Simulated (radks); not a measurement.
The numbers below are computed, except where a source is named.
Valence configurations of the iridium ion Ir+ (all share [Xe]). Level of theory: Dirac Kohn-Sham, PBE, spin-unpolarised, spherical densities, point nucleus; open shells are shared between the two j in proportion to 2j + 1 (a radial shooting solver on a logarithmic mesh with Libxc functionals). Energies are relative to 4f14 5d7 6s1; eigenvalues in eV.

valence               E (eV)  e(4f5/2)  e(4f7/2)  e(5d3/2)  e(5d5/2)  e(6p1/2)
4f14 5d7 6s1           0.000   -72.043   -68.924   -16.093   -14.827         -
4f13 5d7 6s1 6p1      70.040   -87.920   -84.690   -21.334   -19.827    -9.617
4f13 5d7 6s2          63.043   -86.268   -83.038   -19.820   -18.334         -
4f14 5d6 6s1 6p1       9.148   -76.966   -73.845   -19.796   -18.427    -9.506
4f13.5 5d7 6s1 6p0.5  33.230   -79.860   -76.686   -18.665   -17.279    -8.791
4f13 5d9              57.355   -79.549   -76.321   -15.151   -13.828         -
4f14 5d6 6s2           2.312   -75.338   -72.218   -18.327   -16.981         -
4f14 5d8              -1.253   -69.016   -65.898   -14.011   -12.822         -
4f14 5d5 6s2 6p1      13.072   -80.485   -77.363   -22.123   -20.672   -10.213
4f13 5d8 6s1          59.610   -82.783   -79.554   -17.419   -16.015         -

NIST lists [Xe] 4f14 5d7 6s1 as the ground configuration; this level of theory puts 4f14 5d8 lower, by 1.253 eV. The energies are those of spherical spin-averaged densities, not of single terms.
